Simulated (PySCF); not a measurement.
# C₇H₇ClOSi: full NMR table

```yaml
Formula: C7H7ClOSi
SMILES: O=C(Cl)c1ccccc1[SiH3]
Degrees_of_unsaturation: 5
Carbon_signals: 7
Proton_signals: 5
```

Molfile (atoms numbered from 1):
```
C7H7ClOSi
     RDKit          3D

 17 17  0  0  0  0  0  0  0  0999 V2000
    1.7541    2.0754    0.2553 O   0  0  0  0  0  0  0  0  0  0  0  0
    0.5600    2.0330    0.1648 C   0  0  0  0  0  0  0  0  0  0  0  0
   -0.3315    3.5530    0.2050 Cl  0  0  0  0  0  0  0  0  0  0  0  0
   -0.2320    0.8268    0.0269 C   0  0  0  0  0  0  0  0  0  0  0  0
   -1.6239    0.8345   -0.0842 C   0  0  0  0  0  0  0  0  0  0  0  0
   -2.3081   -0.3571   -0.2068 C   0  0  0  0  0  0  0  0  0  0  0  0
   -1.6072   -1.5552   -0.2185 C   0  0  0  0  0  0  0  0  0  0  0  0
   -0.2274   -1.5553   -0.1101 C   0  0  0  0  0  0  0  0  0  0  0  0
    0.4928   -0.3755    0.0141 C   0  0  0  0  0  0  0  0  0  0  0  0
    2.3847   -0.3925    0.1633 Si  0  0  0  0  0  4  0  0  0  0  0  0
   -2.1587    1.7716   -0.0741 H   0  0  0  0  0  0  0  0  0  0  0  0
   -3.3844   -0.3563   -0.2917 H   0  0  0  0  0  0  0  0  0  0  0  0
   -2.1412   -2.4897   -0.3126 H   0  0  0  0  0  0  0  0  0  0  0  0
    0.3074   -2.4933   -0.1210 H   0  0  0  0  0  0  0  0  0  0  0  0
    2.9993    0.2299   -1.0027 H   0  0  0  0  0  0  0  0  0  0  0  0
    2.8055    0.0947    1.4711 H   0  0  0  0  0  0  0  0  0  0  0  0
    2.7035   -1.8321    0.1111 H   0  0  0  0  0  0  0  0  0  0  0  0
  1  2  2  0
  2  3  1  0
  2  4  1  0
  4  5  2  0
  5  6  1  0
  6  7  2  0
  7  8  1  0
  8  9  2  0
  9 10  1  0
  9  4  1  0
  5 11  1  0
  6 12  1  0
  7 13  1  0
  8 14  1  0
 10 15  1  0
 10 16  1  0
 10 17  1  0
M  END
```

- PBE0/pcSseg-1 with gauge-including orbitals
- structure optimised with GFN2-xTB
- code: PySCF
- in vacuum, single conformer, fast rotation and ring inversion assumed for equivalent nuclei, relativity neglected

Referencing at the same level of theory: ¹H and ¹³C and ²⁹Si vs TMS; H2O for ¹⁷O.

```tsv
carbon	δC, type	δH (multiplicity)	HMBC from (2–3 bonds)	span of the C tensor (ppm)
C2	182.9, C	–	H11	137
C4	140.1, C	–	H11, H14, H12, H15/H16/H17	199
C5	141.0, CH	8.83 (d)	H13, H12	230
C6	135.9, CH	7.91 (m)	H11, H14, H13	237
C7	140.7, CH	7.98 (m)	H11, H14, H12	244
C8	143.2, CH	8.24 (d)	H13, H12, H15/H16/H17	237
C9	150.6, C	–	H11, H14, H13, H15/H16/H17	247
```

Other nuclei:
| atoms | nucleus | environment | δ (ppm) | σ (ppm) |
| --- | --- | --- | --- | --- |
| H15/H16/H17 | ¹H | hydrogen on a silicon bonded to C | 4.65 | 27.07 |
| Si10 | ²⁹Si | silicon bonded to C, 3 H | -67.4 | 416.6 |
| O1 | ¹⁷O | carbonyl oxygen | 554.5 | -218.5 |

1. Carbon types of the structure: 3 × C, 4 × CH, leaving 3 H on heteroatoms.
2. δC 182.9: carbonyl carbon.
3. δC 150.6, 140.1: substituted aromatic carbon.
4. δC 143.2, 141.0, 140.7, 135.9: aromatic CH.
5. δH 8.83, 8.24, 7.98, 7.91: hydrogen on an aromatic CH.
6. δH 4.65: hydrogen on a silicon bonded to C.

Carbons that carry Cl, above all several Cl atoms, come out too deshielded, partly because spin–orbit coupling is missing. Shifts are as computed. Against solution values, carbons near 30 ppm lie about +3 ppm off and those near 130 ppm about +5 ppm; carbons on Cl a further +6 ppm. Of 1211 compounds with measured shifts, 218 miss one by over three times the rms of a fit or turn the order of signals round; such compounds aren't used in these exercises. Unscaled 17O shifts of doubly bonded oxygen tend to come out too high, by tens of ppm or more. Experimental scales use liquid or dissolved standards, which lie at an offset from isolated H2O (liquid H2O: subtract about 36 ppm). No couplings were computed; multiplicities are counted from neighbouring protons, with m where these are inequivalent, close in shift, in a saturated or five-membered ring or joined by F or P, and br s for small geminal =CH2 splittings.
